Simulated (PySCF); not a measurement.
# [TlCl4]-, singlet: molecular constants

Level of theory: PySCF, HF, basis Tl def2-SVPD with ECP60, Cl def2-SVPD (scalar-relativistic core potentials, no spin–orbit coupling, density fitting).

The structure is a minimum.

Z-matrix (Å, degrees; charge -1 multiplicity 1):
```
Tl
Cl 1 2.4788
Cl 1 2.4788 2 109.47
Cl 1 2.4788 2 109.47 3 120.00
Cl 1 2.4788 2 109.47 3 -120.00
```

```json
{
  "Point group": "Td",
  "Bond lengths": "Tl–Cl 2.479 Å (×4)",
  "Bond angles": "Cl–Tl–Cl 109.5° (×6)",
  "Enthalpy at 298.15 K above 0 K": "24.25 kJ/mol",
  "Lowest empty level": "3.51 eV",
  "Rotational symmetry number": "12",
  "Entropy at 298.15 K and 1 bar": "389.9 J/(mol K)",
  "Principal polarisabilities": "103.3, 103.3, 103.3 bohr³",
  "Principal quadrupole moments (Buckingham, traceless) about the centre of mass": "0.00, 0.00, 0.00 D Å",
  "Rotational constants": "0.02942, 0.02942, 0.02942 cm⁻¹",
  "Highest occupied level": "-8.10 eV",
  "Heat capacity Cp at 298.15 K": "102.2 J/(mol K)",
  "Dipole moment about the centre of mass": "0.00 D",
  "Zero-point energy": "9.8 kJ/mol"
}
```

Harmonic modes (masses in u: Tl 204.974, Cl 34.969):
```
symmetry  ω (cm⁻¹)  IR (km/mol, summed over degenerate members)
       e        76                                          0.0
      t2        97                                         67.7
      t2       298                                          269
      a1       309                                          0.0
```

In Td the vibrations span e + 2t2 + a1. The a1, e modes carry no infrared intensity, as symmetry demands.

Charges (e); Mulliken and Löwdin values are unreliable with diffuse functions:
| atom | Mulliken | Löwdin | polar tensor | Mayer order to Tl1 |
| --- | --- | --- | --- | --- |
| Tl1 | 1.86 | 0.39 | 2.24 | – |
| Cl2,3,4,5 | -0.72 | -0.35 | -0.81 | 0.48 |

Mulliken populations on Tl1 (electrons outside its core potential): s 2.44, p 6.63, d 10.06.

Counting electrons, thallium keeps none of its valence electrons outside its bonds, so the VSEPR class is AX4 and the expected shape is tetrahedral (Td), as computed.

Only a few start shapes were tried, so a lower isomer may exist. The lowest empty level of this anion is unbound, so it and the gap depend on the basis. With an element this heavy the missing spin–orbit coupling can shift these numbers.

The final relaxation and frequency run took 39 s on 4 threads of a shared Intel Xeon @ 2.50GHz (Skylake/Cascade Lake) host, with 140 basis functions and 6 gradients; the process peaked at 0.63 GiB. Launch command: `OMP_NUM_THREADS=4 python axn.py task.json out`.
